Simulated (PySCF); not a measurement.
## Continuum solvent and chemical shifts

Atom-mapped SMILES (the numbers label the heavy atoms): `[CH3:1][C:2]1([CH3:3])[CH2:4][CH2:5][CH2:6][CH2:7][CH2:8]1` (H(Xn): hydrogen on atom n).

GIAO PBE0/pcSseg-1 in PySCF 2.14 on one PBE0-D3(BJ)/def2-SVP conformer, non-relativistic, equivalent nuclei averaged. Solvents enter as an IEF-PCM continuum (chloroform with ε = 4.7, water with ε = 78.4) around the gas-phase geometry. Shifts are referred to TMS computed in the same medium.

Gas phase, δ in ppm: C4/C8 41.2, C1/C3 30.3, C2 29.8, C6 28.8, C5/C7 24.6, H(C5)/H(C7) 1.40, H(C6) 1.29, H(C4)/H(C8) 1.09, H(C1)/H(C3) 0.87. Dipole moment 0.10 D.

(1) How does each δ change in the continuum?

(2) Which nuclei move most (in ppm), and what does the model miss?

Results:

(1) 
```json
{"atoms": "C4/C8", "environment": "sp3 CH2 in a ring", "Δδ, chloroform": "+0.4", "Δδ, water": "+0.6"}
{"atoms": "C1/C3", "environment": "methyl carbon", "Δδ, chloroform": "+0.2", "Δδ, water": "+0.3"}
{"atoms": "C2", "environment": "quaternary sp3 carbon in a ring", "Δδ, chloroform": "+0.8", "Δδ, water": "+1.1"}
{"atoms": "C6", "environment": "sp3 CH2 in a ring", "Δδ, chloroform": "+0.4", "Δδ, water": "+0.6"}
{"atoms": "C5/C7", "environment": "sp3 CH2 in a ring", "Δδ, chloroform": "+0.4", "Δδ, water": "+0.6"}
{"atoms": "H(C5)/H(C7)", "environment": "hydrogen on an sp3 CH2 in a ring", "Δδ, chloroform": "0.00", "Δδ, water": "0.00"}
{"atoms": "H(C6)", "environment": "hydrogen on an sp3 CH2 in a ring", "Δδ, chloroform": "-0.01", "Δδ, water": "-0.01"}
{"atoms": "H(C4)/H(C8)", "environment": "hydrogen on an sp3 CH2 in a ring", "Δδ, chloroform": "0.00", "Δδ, water": "0.00"}
{"atoms": "H(C1)/H(C3)", "environment": "hydrogen on a methyl carbon", "Δδ, chloroform": "-0.01", "Δδ, water": "-0.01"}
```

Changes are relative to the gas phase. The dipole moment becomes 0.11 D in chloroform, 0.12 D in water.

(2) C2 (quaternary sp3 carbon in a ring, +1.1 ppm) in water. A continuum only polarises the solute; specific hydrogen bonds, the anisotropy of aromatic solvents and changes of geometry or conformer are outside it.
